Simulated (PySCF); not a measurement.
# Calculated NMR parameters of 2-(trifluoromethyl)benzoyl chloride

```yaml
Formula: C8H4ClF3O
SMILES: O=C(Cl)c1ccccc1C(F)(F)F
InChI: InChI=1S/C8H4ClF3O/c9-7(13)5-3-1-2-4-6(5)8(10,11)12/h1-4H
Point_group_of_the_computed_structure: C1
Degrees_of_unsaturation: 5
Carbon_signals: 8
Proton_signals: 4
```

Mapped SMILES: `[O:1]=[C:2]([Cl:3])[c:4]1[cH:5][cH:6][cH:7][cH:8][c:9]1[C:10]([F:11])([F:12])[F:13]` (H(Xn): hydrogen on atom n).

Fast rotation and ring inversion assumed for equivalent nuclei, relativity neglected, in vacuum, single conformer. Structure optimised with GFN2-xTB; NMR shieldings at PBE0/pcSseg-1/GIAO; PySCF 2.14.

References, each an isolated molecule treated in the same way: ¹H (σref 31.72), ¹³C (σref 186.93) against TMS; ¹⁹F (σref 170.95) vs CFCl3; ¹⁷O (σref 336.08) against H2O.

| carbon | δC, type | δH (multiplicity) | HMBC from (2–3 bonds) | span of the C tensor (ppm) |
| --- | --- | --- | --- | --- |
| C2 | 177.0, C | – | H(C5) | 175 |
| C4 | 141.0, C | – | H(C5), H(C8), H(C6) | 189 |
| C5 | 138.5, CH | 8.38 (d) | H(C7), H(C6) | 227 |
| C6 | 137.1, CH | 7.98 (m) | H(C5), H(C8), H(C7) | 240 |
| C7 | 138.8, CH | 7.98 (m) | H(C5), H(C8), H(C6) | 242 |
| C8 | 132.6, CH | 8.18 (m) | H(C7), H(C6) | 230 |
| C9 | 136.4, C | – | H(C5), H(C8), H(C7) | 191 |
| C10 | 132.2, C | – | H(C8) | 17 |

Other nuclei:
| atoms | nucleus | environment | δ (ppm) | σ (ppm) |
| --- | --- | --- | --- | --- |
| F11/F12/F13 | ¹⁹F | fluorine of a CF3 group | -72.7 | 243.6 |
| O1 | ¹⁷O | carbonyl oxygen | 620.9 | -284.8 |

1. Carbon types of the structure: 4 × C, 4 × CH, which accounts for all hydrogens.
2. δC 177.0: carbonyl carbon.
3. δC 141.0, 136.4: substituted aromatic carbon.
4. δC 138.8, 138.5, 137.1, 132.6: aromatic CH; the aromatic region.
5. δC 132.2: CF3 carbon; 3 electronegative neighbours deshield it.
6. δH 8.38, 8.18, 7.98, 7.98: hydrogen on an aromatic CH.

Carbons that carry Cl, above all several Cl atoms, come out too deshielded, partly because spin–orbit coupling is missing. Splittings by ¹⁹F in the carbon and heteronuclear signals aren't shown, as no couplings were computed. Shifts are as computed. Against solution values, carbons near 30 ppm lie about +3 ppm off and those near 130 ppm about +5 ppm; carbons on Cl a further +6 ppm. Of 1211 compounds with measured shifts, 218 miss one by over three times the rms of a fit or turn the order of signals round; such compounds aren't used in these exercises. Unscaled 19F shifts against computed CFCl3 carry errors that often reach 10 to 50 ppm. Unscaled 17O shifts of doubly bonded oxygen tend to come out too high, by tens of ppm or more. Experimental scales use liquid or dissolved standards, which lie at an offset from isolated H2O (liquid H2O: subtract about 36 ppm). No couplings were computed; multiplicities are counted from neighbouring protons, with m where these are inequivalent, close in shift, in a saturated or five-membered ring or joined by F or P, and br s for small geminal =CH2 splittings.
